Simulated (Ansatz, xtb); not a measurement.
**Two spin states of CH3AgSi**

Structure X is `C[Si][Ag]`, a triplet and structure Y is `C[Si][Ag]`, a singlet. Both are isolated molecules in the gas phase, relaxed with B3LYP-D4/def2-TZVP.

X (Å):

```yaml
atoms:
  - { symbol: C, position_ang: [1.0310, -0.5035, -0.8901] }
  - { symbol: Ag, position_ang: [2.4478, -2.6743, 1.8782] }
  - { symbol: Si, position_ang: [0.8368, -2.0179, 0.2497] }
  - { symbol: H, position_ang: [1.9121, -0.5971, -1.5290] }
  - { symbol: H, position_ang: [1.1070, 0.4208, -0.3128] }
  - { symbol: H, position_ang: [0.1530, -0.4245, -1.5374] }
```

Y (Å):

```csv
atom,x (Å),y (Å),z (Å)
C,1.0234,-0.5682,-0.8327
Ag,2.4987,-2.3143,1.6363
Si,0.5702,-2.1343,0.1600
H,1.9784,-0.6990,-1.3523
H,1.1593,0.2893,-0.1653
H,0.2545,-0.3211,-1.5688
```

Problem. Which of the two would you expect CCSD(T)/def2-TZVP electronic energies to favour?

Solution. Structure Y; the calculation gives E(Y) − E(X) = −0.511 eV.

Level by level:

```tsv
level	geometry	E(Y) − E(X) (eV)	departure from the last row (eV)	job, with rough time for the two
B3LYP-D4/def2-TZVP	B3LYP-D4/def2-TZVP	−0.616	−0.105	optimisation, 46 s
HF/def2-TZVP	B3LYP-D4/def2-TZVP	+0.355	+0.865	part of the CCSD(T) run
MP2/def2-TZVP	B3LYP-D4/def2-TZVP	−0.456	+0.055	part of the CCSD(T) run
CCSD(T)/def2-TZVP	B3LYP-D4/def2-TZVP	−0.511		single point, 98 s
```

HF/def2-TZVP puts the two in the other order. The largest departure from CCSD(T)/def2-TZVP is that of HF/def2-TZVP, 0.865 eV. Levels run at GFN2-xTB geometries aren't shown.

With harmonic frequencies from B3LYP-D4/def2-TZVP (ideal gas, rigid rotor, one conformer each, 298.15 K, 1 atm): on the last row, ΔE + ΔZPE = −0.523, ΔH = −0.521, ΔG = −0.497 eV.

The T1 diagnostic of structure Y is large, so the coupled-cluster value is less sure. Open shells are spin-unrestricted. The correlated steps freeze 6 core orbitals; the last core shell of Ag is correlated, in a basis made for valence electrons. Atoms past krypton carry core potentials in the def2 sets and no spin–orbit term is included. ΔG holds the spin degeneracy. Codes used: Ansatz 0.2.0; the last row on 2 threads of Intel(R) Xeon(R) Processor @ 2.70GHz on a shared host.
